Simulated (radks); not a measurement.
Q: Coherent X-ray form factor from a spherical all-electron density. Calculated with a radial shooting solver on a logarithmic mesh with Libxc functionals: non-relativistic Kohn-Sham, LDA (Slater exchange, Perdew-Wang correlation), spin-polarised, spherical densities, point nucleus.

sin(theta)/lambda (1/angstrom),f0 (electrons)
0.05,9.963
0.1,9.855
0.15,9.678
0.2,9.438
0.25,9.143
0.3,8.800
0.4,8.010
0.5,7.143
0.6,6.268
0.8,4.685
1,3.475
1.25,2.486
1.5,1.919
2,1.409

The species is in the configuration that NIST lists as its ground one. Which atom or ion scatters so?

A: The sulfur ion S6+, [Ne]. Extrapolating in s^2 from the first two rows gives f0(0) = 10.0, near the electron count 10; among species with that count, the fall with angle is slower the higher Z, and the table is that of Z = 16; from so few rows the species is fixed only to a neighbour or two.
